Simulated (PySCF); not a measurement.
A database entry of computed molecular properties.

```json
{
 "formula": "C5H6FN",
 "smiles": "CC/C(F)=C/C#N",
 "charge": 0,
 "multiplicity": 1,
 "geometry_level": "GFN2-xTB",
 "electronic_structure_code": "PySCF",
 "results": {
  "GFN2-xTB geometry": {
   "point_group": "C1",
   "rotational_constants_GHz": [7.165, 1.389, 1.27]
  },
  "PBE0/def2-SVPD ground state and vertical TDDFT (core frozen in the response)": {
   "dipole_D": 5.64,
   "homo_eV": -7.96,
   "lumo_eV": -1.37,
   "S1_eV": 6.22,
   "strongest_line_of_8_singlets_eV": 6.22,
   "T1_tda_eV": 3.74,
   "polarisability_au": 67.8,
   "r2_bohr2_about_centre_of_nuclear_charge": 920.6,
   "singlets_eV_and_f": [
    [6.22, 0.503],
    [6.52, 0.001],
    [6.7, 0.004],
    [7.41, 0.001],
    [7.51, 0.015],
    [7.99, 0.001],
    [8.09, 0.118],
    [8.1, 0.013]
   ],
   "triplets_tda_eV": [3.74, 6.05, 6.39]
  }
 }
}
```

 With B = h/(8π²I), that is 505.379 GHz u Å² over I, the principal moments of inertia are 70.5, 363.7 and 398.0 u Å² (most abundant isotopes); the inertial defect Ic − Ia − Ib is -36.2 u Å² (zero for a rigid planar frame, negative otherwise). S1 lies 0.37 eV below the HOMO–LUMO gap; its leading configuration is HOMO→LUMO, weight 0.92.

One conformer (not necessarily the lowest) at the GFN2-xTB geometry, without solvent, vibrations or thermal averaging.

The values belong to the conformer `[CH3:1][CH2:2]/[C:3]([F:4])=[CH:5]/[C:6]#[N:7]`: C1–C2–C3–F4 -69°.
